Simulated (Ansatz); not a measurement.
One geometry of Al₄H₅⁺, several levels of theory.

```yaml
crystal:
  periodic: [false, false, false]
  atoms:
    - {symbol: Al, position_ang: [0.084574, -0.352700, 0.867392]}
    - {symbol: Al, position_ang: [0.553156, -1.455668, 3.531545]}
    - {symbol: Al, position_ang: [-1.830577, 0.440924, -0.728007]}
    - {symbol: Al, position_ang: [0.497658, 0.621887, -1.660015]}
    - {symbol: H, position_ang: [0.229731, -1.874981, 1.522664]}
    - {symbol: H, position_ang: [-0.728348, 1.762851, -1.219399]}
    - {symbol: H, position_ang: [1.687610, 0.915414, -2.640545]}
    - {symbol: H, position_ang: [-0.899310, -0.323803, -2.051588]}
    - {symbol: H, position_ang: [0.405508, 0.266086, 2.377943]}
basis:
  gaussian: {orbitals: def2-TZVP, initial_orbitals: start.molden}
total_charge: 1
hamiltonian: {xc: {name: BLYP}, dispersion: d4}
scf: {omitted_lower_state_checks: [starts]}
output: {orbitals: {seedname: orbitals}}
```

The file start.molden holds the orbitals of an earlier run on this structure, at another level or in another basis.

```sh
$ ansatz run in.yaml --threads 4 --pin off --events-out ev --progress --plain --max-ram 4787MiB
```

Output, abridged:

```
Functional definition: BLYP
1256 factors; their error is unknown
mean field evaluation 1: about -26462.4823 eV, gradient 1.8e1 eV
mean field evaluation 2: about -26462.7251 eV, gradient 2.6e-1 eV
mean field evaluation 4: about -26462.7123 eV, gradient 6.2e-4 eV
mean field -26462.71233357 eV, -972.4867411880 hartree, gradient 1.2e-5 eV, S^2 0.000000; 0 other end points of the search recorded, 0 dependent functions left out
reference -26462.71275412 eV, -972.4867566430 hartree; 28, 28 occupied and 150, 150 virtual orbitals, 1256 factors
Total energy: -26463.15665090 eV, -972.5030695489 hartree
Checks for a lower state left out: starts
```

Hardware: 4 threads of Arm Neoverse V1 on a shared host. Wall time 1.9 s.

First input, but with `hamiltonian: {xc: pbe, dispersion: d4}`, `output: {forces: true, orbitals: {seedname: orbitals}}` (abridged; 2 s):

```
Functional definition: PBE
mean field -26447.43805566 eV, -971.9254218280 hartree, gradient 2.5e-5 eV, S^2 0.000000
Total energy: -26447.65154678 eV, -971.9332674822 hartree
Atom 0 force    -0.108126     0.062401    -0.134564 eV/Å
Atom 1 force    -0.017308     0.037809    -0.090710 eV/Å
Atom 2 force     0.022054    -0.028478     0.066839 eV/Å
Atom 3 force     0.006096    -0.028512     0.069811 eV/Å
Atom 4 force     0.022045    -0.162868     0.056219 eV/Å
Atom 5 force    -0.035632     0.098348     0.025896 eV/Å
Atom 6 force     0.119673     0.029430    -0.098258 eV/Å
Atom 7 force    -0.050367    -0.082896    -0.046407 eV/Å
Atom 8 force     0.041565     0.074764     0.151173 eV/Å
Dipole moment:    -0.016176    -0.169776     0.428515 e Å
Checks for a lower state left out: starts
```

As the first input, with `hamiltonian: {xc: pbe0, dispersion: d4}` (abridged; 2.4 s):

```
Functional definition: PBE0
mean field -26449.85763301 eV, -972.0143396557 hartree, gradient 4.2e-5 eV, S^2 0.000000
Total energy: -26450.04222373 eV, -972.0211232395 hartree
Checks for a lower state left out: starts
```

The first input with `hamiltonian: {xc: {name: r2SCANh}, dispersion: d4}` (abridged; 4.1 s):

```
Functional definition: r2SCANh
mean field -26458.94127820 eV, -972.3481574592 hartree, gradient 1.7e-5 eV, S^2 0.000000
Total energy: -26458.99601793 eV, -972.3501691072 hartree
Checks for a lower state left out: starts
```

First input, but with `gaussian: {orbitals: def2-SVP, initial_orbitals: start.molden}`, `hamiltonian: {xc: pbe0, dispersion: d4}` (abridged; 1.1 s):

```
Functional definition: PBE0
mean field -26440.50638372 eV, -971.6706875827 hartree, gradient 9.3e-6 eV, S^2 0.000000
Total energy: -26440.69097214 eV, -971.6774710822 hartree
Checks for a lower state left out: starts
```

As the first input, with `correlation: {method: mp2}` and without the key `hamiltonian` (abridged; 1.7 s):

```
Functional definition: HF
mean field -26404.28414844 eV, -970.3395449886 hartree, gradient 9.2e-6 eV, S^2 0.000000; unrestricted orbitals would lower it
20 core orbitals not correlated: weight in the atoms' cores, before any rotation towards them, 1.000 or more for the frozen orbitals, at most 0.000 for the correlated occupied ones
second order -7.73997456 eV of doubles, -0.00000000 eV of singles
Total energy: -26412.02412300 eV, -970.6239838073 hartree
Checks for a lower state left out: starts
```

The first input with `gaussian: {orbitals: def2-TZVPP, initial_orbitals: start.molden}`, `correlation: {method: ccsd_t}` and without the key `hamiltonian` (abridged; 32 s):

```
Functional definition: HF
mean field evaluation 16: about -26397.4799 eV, gradient 1.2e1 eV
mean field -26404.31828557 eV, -970.3407995049 hartree, gradient 1.1e-6 eV, S^2 0.000000; unrestricted orbitals would lower it
mean field evaluation 32: about -26404.4179 eV, gradient 1.2e-1 eV
20 core orbitals not correlated: weight in the atoms' cores, before any rotation towards them, 1.000 or more for the frozen orbitals, at most 0.000 for the correlated occupied ones
second order -8.23239826 eV of doubles, -0.00000000 eV of singles
cycle   1  -9.32773775 eV  change    -1.1e0 eV  update   1.1e-1
cycle   2  -9.80553223 eV  change   -4.8e-1 eV  update   4.1e-2
cycle   3  -9.86231437 eV  change   -5.7e-2 eV  update   1.6e-2
cycle   4  -9.85852076 eV  change    3.8e-3 eV  update   6.0e-3
cycle   5  -9.85666229 eV  change    1.9e-3 eV  update   2.4e-3
cycle   6  -9.85642877 eV  change    2.3e-4 eV  update   1.2e-3
cycle   7  -9.85668864 eV  change   -2.6e-4 eV  update   5.6e-4
cycle   8  -9.85684293 eV  change   -1.5e-4 eV  update   2.5e-4
cycle   9  -9.85680010 eV  change    4.3e-5 eV  update   9.8e-5
cycle  10  -9.85675025 eV  change    5.0e-5 eV  update   4.3e-5
cycle  11  -9.85674329 eV  change    7.0e-6 eV  update   2.0e-5
perturbative correction -0.42116222 eV, -0.0154774260 hartree
Total energy: -26414.59619108 eV, -970.7185055657 hartree
Checks for a lower state left out: starts
```

Geometry: B3LYP-D4/def2-SVP.

Correlated methods freeze 20 core orbitals. The restricted singlet is unstable towards broken spin symmetry in Hartree–Fock (as tested in another run); at BLYP-D4/def2-TZVP, PBE-D4/def2-TZVP, PBE0-D4/def2-TZVP, r2SCANh-D4/def2-TZVP and others this wasn't settled. At MP2/def2-TZVP, CCSD(T)/def2-TZVPP the restricted singlet (for correlated methods, its reference) is unstable: a solution with broken spin symmetry lies lower. The structure comes from a short search, and lower isomers may exist.
